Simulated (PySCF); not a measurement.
wB97X-V on Sn (tin, neutral)

Configuration: [Kr] 4d10 5s2 5p1 5d1, one real determinant (an excited configuration). All numbers are calculated (PySCF 2.14, a scalar-relativistic core potential, in aug-cc-pVQZ-PP with ECP28MDF).

| Property | Result |
| --- | --- |
| Total energy | -214.0184 hartree |
| One-electron energy | -373.3264 hartree |
| Hartree (Coulomb) energy | 177.1642 hartree |
| Exchange-correlation energy | -17.8562 hartree |
| ⟨S²⟩ | 2.0028 |
| ⟨L²⟩ | 8.010 |
| Sum of ⟨r⟩ | 32.18 bohr |
| Sum of ⟨r²⟩ | 89.91 bohr² |
| Traceless quadrupole moment −½Σ⟨3z² − r²⟩ along its main axis | 9.24 e·bohr² |
| Time after the integrals | roughly 12 core-seconds |

| shell | electrons | mean orbital energy (eV) | spread (eV) | rms radius, mean of both spins (bohr) |
| --- | --- | --- | --- | --- |
| 4s α | 1 | -145.17 | 0 | 0.876 |
| 4s β | 1 | -145.11 | 0 | 0.876 |
| 4p α | 3 | -100.17 | 0.335 | 0.953 |
| 4p β | 3 | -100.11 | 0.453 | 0.953 |
| 4d α | 5 | -34.344 | 0.375 | 1.19 |
| 4d β | 5 | -34.251 | 0.521 | 1.19 |
| 5s α | 1 | -17.229 | 0 | 2.49 |
| 5s β | 1 | -16.191 | 0 | 2.49 |
| 5p α | 1 | -9.368 | 0 | 3.15 |
| 5d α | 1 | -1.548 | 0 | 6.82 |

⟨L²⟩ = 8.01 against 12 for a pure F term, so this real determinant mixes terms. Energies and moments cover only the electrons outside the core potential. The outer electron is Rydberg-like, and this basis confines it to a smaller radius and binds it less than a complete one would.
